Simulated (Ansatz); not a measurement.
# Relaxing a trial structure of CH5AlSn

The starting geometry of this gas-phase triplet was optimised with GFN2-xTB; its bonds are those of `[CH3][AlH][SnH]`.

```xyz
8

C     0.9811    0.8851    1.9151
Al   -0.6107    0.0069    1.0639
Sn   -0.4905   -1.3072   -1.1731
H     1.1536    0.4865    2.9205
H     0.8135    1.9608    2.0343
H     1.9141    0.7624    1.3530
H    -1.8912    0.2332    1.9275
H    -2.1383   -1.1981   -0.3133
```

Problem. Predict what it relaxes into with r2SCAN-D4/def2-SVP.

Solution. A new bond forms, giving a structure with H8 bridging Sn3 and Al2, given below by its coordinates. Contacts that close: Al2–H8 (2.38 → 1.73 Å).

The energy falls by 0.80 eV over 18 steps:

```json
{"step": "1", "E − E(last) (eV)": "0.796"}
{"step": "3", "E − E(last) (eV)": "0.494"}
{"step": "5", "E − E(last) (eV)": "0.359"}
{"step": "7", "E − E(last) (eV)": "0.262"}
{"step": "9", "E − E(last) (eV)": "0.086"}
{"step": "10", "E − E(last) (eV)": "0.028"}
{"step": "12", "E − E(last) (eV)": "0.003"}
{"step": "14", "E − E(last) (eV)": "0.000"}
{"step": "16", "E − E(last) (eV)": "0.000"}
{"step": "18", "E − E(last) (eV)": "0.000"}
```

Final geometry (Å):

| atom | x (Å) | y (Å) | z (Å) |
| --- | --- | --- | --- |
| C | 0.8693 | 0.7683 | 1.8576 |
| Al | -0.8325 | 0.1500 | 1.1262 |
| Sn | -0.8802 | -0.8678 | -1.4716 |
| H | 0.9854 | 0.4079 | 2.8960 |
| H | 0.9097 | 1.8702 | 1.8989 |
| H | 1.7413 | 0.4192 | 1.2828 |
| H | -2.2689 | 0.5221 | 1.6922 |
| H | -0.7924 | -1.4404 | 0.4458 |

Frequencies at the end are all real (lowest 79 cm⁻¹). Open shells are spin-unrestricted. The triplet needn't be the ground state. Atoms past krypton carry core potentials, without spin–orbit terms. Run with Ansatz 0.2.0, 3.1 min on 1 thread of Arm Neoverse V2 (shared host).
